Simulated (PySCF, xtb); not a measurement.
C4H5BO, SMILES C#CB1COC1.

Harmonic wavenumbers (cm⁻¹) from GFN2-xTB run with xtb at its own minimum, in rising order: 105, 134, 228, 336, 398, 507, 534, 657, 688, 810, 817, 986, 999, 1050, 1085, 1119, 1186, 1201, 1286, 1421, 1430, 2185, 2893, 2894, 2923, 2924, 3361.

Task: What does PBE-D3(BJ)/def2-SVP run with PySCF 2.14.0 give at its own minimum? (An estimate is asked for; the answer gives what the named calculation found.)

Result: 109, 146, 199, 358, 445, 457, 494, 628, 749, 766, 846, 922, 951, 1029, 1086, 1116, 1144, 1173, 1304, 1342, 1378, 2090, 2910, 2927, 2953, 2957, 3391. Paired by order, the mean absolute difference is 36 cm⁻¹ and the zero-point energies are 48.8 and 48.4 kcal/mol.
